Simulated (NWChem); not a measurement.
System: BHCl cation

```xyz
3

B      0.0000     0.0000    -1.0919
Cl     0.0000     0.0000     0.5077
H      0.0000     0.0000    -2.2675
```
Atoms are numbered in this order, from 1.

Program: NWChem. All runs use the structure optimised with B3LYP/6-31G* (spherical d). Isotropic indirect couplings, all four terms, static geometry, non-relativistic.

Predict the results for PBE0/pcJ-1. Quantities: J(11B atom 1, 1H atom 3) (Hz).


```json
{
 "J(11B atom 1, 1H atom 3) (Hz)": "349.4"
}
```
